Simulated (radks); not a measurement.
Problem. All-electron atom: Rb+ in [Kr] (the NIST ground configuration). Method: scalar-relativistic Kohn-Sham, PBE, spin-polarised, spherical densities, finite nucleus; Fermi nuclear charge, rms radius 4.2036 fm; computed with a radial shooting solver on a logarithmic mesh with Libxc functionals. Some entries of the table are withheld. Estimate them.

| orbital | occ. | eigenvalue (Ry) | <r^2> (bohr^2) |
|---|---|---|---|
| 1s | 2 | (1) | 0.002188 |
| 2s | 2 | -148.0255 | (2) |
| 2p | 6 | -131.2709 | (3) |
| 3s | 2 | -22.32720 | 0.2994 |
| 3p | 6 | -16.95296 | 0.3145 |
| 3d | 10 | -8.06599 | 0.3382 |
| 4s | 2 | -2.76578 | 2.408 |
| 4p | 6 | -1.59129 | 3.405 |

Solution. 
(1) 1s eigenvalue (Ry): -1105.368
(2) 2s <r^2> (bohr^2): 0.03729
(3) 2p <r^2> (bohr^2): 0.02943
